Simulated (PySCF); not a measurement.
A structure optimised at r2SCAN-D4/def2-SVP, used in a PySCF frequency run:

```xyz
11

C      1.7407    -1.4696     0.2141
Sn    -0.0177    -0.2780    -0.0360
C     -1.9065    -1.1383    -0.5522
Cl     0.4768     1.3406    -1.6879
Cl    -0.3334     0.9165     1.9805
H      1.5688    -2.2204     0.9982
H      2.5649    -0.8065     0.5101
H      1.9863    -1.9657    -0.7355
H     -2.6319    -0.3229    -0.6769
H     -2.2367    -1.8091     0.2534
H     -1.8122    -1.6978    -1.4936
```

Question: Write its SMILES and formula.

Answer: [CH3][Sn]([CH3])([Cl])[Cl], C₂H₆Cl₂Sn

Question: What are its rotational constants (standard atomic weights)?

Answer: 1.8535, 1.3645, 1.2163 GHz
